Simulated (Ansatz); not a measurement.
Molecule: GeI, net charge 0, doublet state. SMILES: [Ge][I]
Structure (B3LYP-D3(BJ)/def2-TZVP (Ansatz, an electronic-structure program) minimum search):
```xyz
2

Ge     0.0000     0.0000    -1.5933
I      0.0000     0.0000     0.9620
```
Charge 0, spin multiplicity 2.

Quantity: atomisation energy, in kcal/mol. Set-up: atomisation electronic, to ground-state atoms; LANL2DZ with its own core potentials from Na on; def2 sets with scalar-relativistic core potentials past Kr; STO-3G and 3-21G all-electron and non-relativistic; valence correlation only (noble-gas shells and the d and f shells of earlier blocks); spin-orbit terms left out; open shells spin-unrestricted. Ab initio and DFT rows: single points at B3LYP-D3(BJ) geometries (Ansatz).

```json
[
 {"level": "B3LYP/STO-3G", "program": "Ansatz", "atomisation energy (kcal/mol)": "98.5"},
 {"level": "B3LYP/3-21G", "program": "Ansatz", "atomisation energy (kcal/mol)": "64.4"},
 {"level": "B3LYP/LANL2DZ", "program": "Ansatz", "atomisation energy (kcal/mol)": "58.2"},
 {"level": "PBE0/LANL2DZ", "program": "Ansatz", "atomisation energy (kcal/mol)": "60.6"},
 {"level": "MP2/3-21G", "program": "Ansatz", "atomisation energy (kcal/mol)": "46.1"},
 {"level": "MP2/LANL2DZ", "program": "Ansatz", "atomisation energy (kcal/mol)": "41.4"},
 {"level": "B3LYP/def2-TZVPD", "program": "Ansatz", "atomisation energy (kcal/mol)": "71.8"},
 {"level": "B3LYP-D3(BJ)/def2-TZVPD", "program": "Ansatz + dftd3", "atomisation energy (kcal/mol)": "74.2"}
]
```

No value to compare with is used here. The 6 habitual levels span 41.4 (MP2/LANL2DZ) to 98.5 kcal/mol (B3LYP/STO-3G); B3LYP-D3(BJ)/def2-TZVPD gives 74.2.

The levels are drawn from those run, B3LYP/6-31G* more often than the rest, none by its result; runs whose electronic state is in doubt are left out.
